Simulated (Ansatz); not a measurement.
Geometry optimisation, RKS r2SCAN-D4/6-31G* (Ansatz 0.2.0).

The input (input.yaml):

```yaml
crystal:
  periodic: [false, false, false]
  atoms:
    - { symbol: Si, position_ang: [-0.476057, 0.092003, -0.369165] }
    - { symbol: F, position_ang: [-0.153988, -0.01434, 2.399263] }
    - { symbol: H, position_ang: [0.515648, 1.170776, -0.149206] }
    - { symbol: F, position_ang: [-0.737077, 0.015401, -1.956069] }
    - { symbol: F, position_ang: [0.187473, -1.326812, 0.04244] }
    - { symbol: Si, position_ang: [-2.43257, 0.22973, 0.746169] }
    - { symbol: H, position_ang: [-3.599522, 0.196167, -0.183104] }
    - { symbol: H, position_ang: [-2.564687, -0.955968, 1.646507] }
    - { symbol: H, position_ang: [-2.515448, 1.464493, 1.568768] }
    - { symbol: H, position_ang: [-0.458671, -0.87145, 2.168698] }
basis:
  gaussian: { orbitals: "6-31G*" }
hamiltonian:
  xc: r2scan
  dispersion: d4
relax:
  f_tol: 0.03
  max_steps: 50
output:
  orbitals: {}
```

Command:

```bash
$ ansatz run input.yaml --threads 2 --pin off --max-ram 3072MiB --backend cpu --events-out ev --progress --plain --runs-dir out
```

Problem. Where does it end, and by what steps?

Solution. The forces met the threshold. After 7 steps the energy has fallen by 0.180 eV; H10 moved furthest, 0.63 Å.

```csv
step,energy less start (eV),largest force component (eV/Å),accepted
0,0.0000,1.149,yes
1,-0.0780,1.085,yes
2,-0.1078,1.191,yes
3,-0.1372,0.612,yes
4,-0.1470,1.058,yes
5,-0.1744,0.186,yes
6,-0.1766,0.181,yes
7,-0.1796,0.023,yes
```

```xyz
10
Properties=species:S:1:pos:R:3
Si -0.516 0.065 -0.323
F -0.136 -0.061 2.463
H 0.416 1.213 -0.212
F -0.693 -0.252 -1.891
F 0.257 -1.253 0.267
Si -2.591 0.257 0.724
H -3.661 0.527 -0.280
H -2.905 -1.018 1.427
H -2.560 1.370 1.708
H 0.154 -0.848 2.031
```

Run time: 31 s on 2 threads of Arm Neoverse V1 (shared host), peak memory 0.15 GiB.
